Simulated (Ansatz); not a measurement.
Geometry optimisation, RKS BLYP-D4/def2-mTZVP (Ansatz 0.2.0).

The input (input.yaml):

```yaml
crystal:
  periodic: [false, false, false]
  atoms:
    - { symbol: Zn, position_ang: [-1.07543, -0.206595, -0.627135] }
    - { symbol: S, position_ang: [2.10562, 0.690228, 0.707034] }
    - { symbol: O, position_ang: [-1.1535, -0.252695, -2.427396] }
    - { symbol: H, position_ang: [1.014556, 0.449502, 1.489651] }
    - { symbol: O, position_ang: [-1.112594, -0.292791, 1.226485] }
    - { symbol: H, position_ang: [2.583172, -0.576546, 0.87364] }
    - { symbol: H, position_ang: [-0.380761, 0.203382, -2.815436] }
    - { symbol: H, position_ang: [-1.980962, -0.014585, 1.573258] }
basis:
  gaussian: { orbitals: def2-mTZVP }
hamiltonian:
  xc: blyp
  dispersion: d4
relax:
  f_tol: 0.03
  max_steps: 50
```

Run as:

```bash
$ ansatz run input.yaml --threads 2 --pin off --max-ram 3072MiB --backend cpu --events-out ev --progress --plain --runs-dir out
```

Where does it end, and by what steps?

The forces met the threshold. After 7 steps the energy has fallen by 0.107 eV; H6 moved furthest, 0.51 Å.

```tsv
step	energy less start (eV)	largest force component (eV/Å)	accepted
0	0.0000	0.756	yes
1	-0.0484	0.270	yes
2	-0.0723	0.487	yes
3	-0.0828	0.669	yes
4	-0.0943	0.642	yes
5	-0.0972	0.668	yes
6	-0.1058	0.088	yes
7	-0.1074	0.028	yes
```

```xyz
8
Properties=species:S:1:pos:R:3
Zn -0.828 -0.081 -0.461
S 1.783 0.647 0.425
O -0.924 -0.246 -2.267
H 1.025 0.508 1.554
O -1.127 -0.067 1.344
H 2.249 -0.634 0.494
H -0.127 0.134 -2.683
H -2.051 -0.262 1.594
```

Run time: 20 s on 2 threads of Arm Neoverse V1, with other jobs on the host, peak memory 0.16 GiB.
